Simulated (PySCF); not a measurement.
**Basis-set dependence of excited states**

Compound: C3H8BFO.
Structure used (PBE0-D3(BJ)/def2-SVP), in Å, numbered top down from 1:
```xyz
14
C3H8BFO angstrom
B      2.5814    0.2573    0.1419
O      1.0234    0.5867    0.4824
C      0.2527    1.4878   -0.3568
C     -0.9313    0.5234   -0.3067
C      0.0222   -0.4352    0.3955
F     -0.3467   -0.8412    1.6120
H      2.5434   -0.1255   -1.0255
H      3.1391    1.3284    0.3040
H      2.8631   -0.6082    0.9521
H      0.1479    2.4679    0.1258
H      0.7438    1.5838   -1.3349
H     -1.7447    0.8367    0.3601
H     -1.3324    0.1830   -1.2685
H      0.4124   -1.2924   -0.1753
```

TDDFT with PBE0 (PySCF), vertical singlets, core orbitals frozen in the response, spherical d and f functions. The structure is a single PBE0-D3(BJ)/def2-SVP conformer in the gas phase; no vibrational or solvent corrections.

How do the low singlets change with the basis? Take 6-31+G*, def2-SVP, aug-cc-pVDZ, def2-TZVP and def2-TZVPD.

```tsv
basis	functions	diffuse	S1 (eV)	S2 (eV)	S3 (eV)	S4 (eV)	S5 (eV)	LUMO (eV)	α (au)
6-31+G*	124	yes	7.06	7.10	7.36	7.39	7.44	0.05	54.8
def2-SVP	124	no	7.39	7.70	8.25	8.31	8.55	1.04	49.8
aug-cc-pVDZ	210	yes	6.74	7.00	7.06	7.16	7.32	-0.32	59.5
def2-TZVP	234	no	7.18	7.48	7.75	8.04	8.08	0.67	56.4
def2-TZVPD	300	yes	6.99	7.11	7.29	7.43	7.46	0.01	59.3
```

States are compared by their number. Against the largest diffuse basis here (def2-TZVPD, itself not a converged limit), sets without diffuse functions differ by up to 0.41 eV in S1 and 1.09 eV in S5; the smaller diffuse sets differ by up to 0.25 and 0.14 eV. State by state, the largest deviation of a set without diffuse functions is S1 0.41, S2 0.58, S3 0.95, S4 0.88, S5 1.09 eV. The same number needn't mean the same state in each row. Against def2-TZVPD the polarisability deviates by -8% in 6-31+G*, -16% in def2-SVP, 0% in aug-cc-pVDZ, -5% in def2-TZVP. A single + in a Pople set puts diffuse functions on heavy atoms only.

Without π bonds the low states are Rydberg-like; a valence basis with one diffuse set may place them up to an eV too high.
